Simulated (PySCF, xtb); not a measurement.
WO₂F, SMILES [O]=[W+]([F])=[O], charge +1, multiplicity 1.

Harmonic wavenumbers (cm⁻¹) from GFN2-xTB in xtb 6.7.1 at its own minimum, in rising order: 157, 198, 219, 426, 661, 690.

**Question.** What does PBE-D3(BJ)/def2-TZVP in PySCF give at its own minimum? (Estimate from the structure and the level; the computed values follow.)

**Answer.** 254, 266, 383, 744, 1006, 1050. Paired by order, the mean absolute difference is 225 cm⁻¹ and the zero-point energies are 3.4 and 5.3 kcal/mol.
